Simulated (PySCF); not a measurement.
# State search for CsAl⁺

Unrestricted PBE0; PySCF, scalar-relativistic core potentials, basis sets Cs def2-SVPD with ECP46, Al def2-SVPD. Outer shells of the fragments: Cs+ closed shells only; Al 3s2 3p1.

Followed along the bond (rough minima from three points):

| 2Ms+1 | unpaired | ⟨S²⟩ at the start | R at minimum (Å) | Te (eV) |
| --- | --- | --- | --- | --- |
| 2 | σ ↑ | 0.76 | 4.35 | 0.00 |
| 2 | π ↑ | 0.76 | 4.21 | 0.38 |
| 4 | σ ↑↑, π ↑ | 3.75 | 4.37 | 3.58 |

Solutions found at the starting distance of 3.500 Å, counted from the lowest of them; the search is not exhaustive and high or unbound solutions are not listed, so other states can lie among these:

| 2Ms+1 | unpaired | term | E (eV) | ⟨S²⟩ | ⟨Lz²⟩ | μ (D) |
| --- | --- | --- | --- | --- | --- | --- |
| 2 | σ ↑ | ²Σ⁺ | 0.00 | 0.76 | 0.00 | -0.14 |
| 2 | π ↑ | ²Π | 0.18 | 0.76 | 1.01 | -0.41 |
| 4 | σ ↑↑, π ↑ | ⁴Π | 3.52 | 3.75 | 1.00 | -0.50 |
| 4 | σ ↑, π ↑↑ | ⁴Σ⁻ | 3.73 | 3.75 | 0.00 | -0.59 |
| 2 | δ ↑ | ²Δ | 4.53 | 0.75 | 4.00 | 7.88 |
| 4 | σ ↑↑↑ | ⁴Σ⁺ | 7.41 | 3.75 | 0.00 | 9.91 |
| 4 | σ ↑, π ↑↑ | mixed | 8.36 | 3.75 | 2.00 | 4.21 |
| 4 | σ ↑↑, δ ↑ | ⁴Δ | 8.68 | 3.75 | 4.00 | 5.51 |
| 4 | σ ↑, π ↑, δ ↑ | mixed | 8.78 | 3.75 | 5.00 | 6.22 |

A term symbol is given only where ⟨S²⟩ and ⟨Lz²⟩ are close to those of a pure state; real π, δ and φ orbitals otherwise mix terms. A positive dipole points towards Al; it is taken about the centre of mass and depends on that origin.

Compare the gap between the two lowest followed solutions at the starting distance with the gap between their minima.

At PBE0 the second solution (doublet, unpaired electrons π ↑) lies +0.18 eV from the first (doublet, unpaired electrons σ ↑) at 3.500 Å and +0.38 eV at the minima; the two curves relax by different amounts, since their minima lie near 4.21 and 4.35 Å.

Spin–orbit coupling is left out. Counting both spins, an empty level lies below a filled one in some of these solutions, because spin and occupation are held.
